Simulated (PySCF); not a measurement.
## Excitation energy of Te by level of theory

Te [Kr] 4d10 5s2 5p4 (3P) → Te [Kr] 4d10 5s2 5p3 5d1 (5D), as a difference of total energies. All numbers are calculated (PySCF 2.14, a scalar-relativistic core potential, in aug-cc-pVDZ-PP with ECP28MDF (5s4p3d, 32 functions)). Correlated levels: valence: 4s2 4p6 4d10 frozen. The calculations carry no spin-orbit coupling.

Problem. Order these methods by the excitation energy they give, lowest first.
A. r2SCAN
B. r2SCAN0
C. TPSS
D. UHF

Solution. D (56322 cm⁻¹), C (59863 cm⁻¹), A (60542 cm⁻¹), B (60749 cm⁻¹).

Errors of the correlated levels include the incompleteness of this basis and the frozen core.

The promoted electron is Rydberg-like, and one or two diffuse shells describe it only roughly, which tends to raise the upper state.

In the upper state the promoted electron has a positive orbital energy at LDA, PBE, PBE0, r2SCAN, TPSS, M06, r2SCANh, r2SCAN0, so the basis confines it.

For comparison: 53676 cm⁻¹ (measured; NIST levels, between the centres of gravity of the two terms).
